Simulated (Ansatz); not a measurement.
Basis-set extrapolation for `F[SiH](Cl)S[SiH2]Cl` (PBE0-D4/def2-TZVP geometry, frozen core, the Gaussian-basis code of Ansatz). Multiplicity 1, RHF reference.

```json
{"": "HF", "def2-TZVPP": "-1995.926481", "def2-QZVPP": "-1995.986200"}
{"": "MP2 correlation", "def2-TZVPP": "-1.036130", "def2-QZVPP": "-1.136282"}
{"": "CCSD(T) correlation", "def2-TZVPP": "-1.145484", "def2-QZVPP": "not run"}
```

Energies in hartree. Use E(X) = E(∞) + A·exp(−7.88·√X) for Hartree–Fock and E(X) = E(∞) + B·X^(−2.97) for correlation, with X = 3 and 4, and add CCSD(T) minus MP2 of the smaller set to the MP2 limit.

Question: What is the CCSD(T) energy at the basis-set limit?

Answer: HF limit: -1995.986200 + (-0.059719) × 0.13774 = -1995.99443. MP2 limit: -1.136282 + (-0.100152) × 0.74074 = -1.21047. Higher-order term: -1.145484 − (-1.036130) = -0.10935. Total: -1997.31425 hartree, 6.59 eV below CCSD(T)/def2-TZVPP.
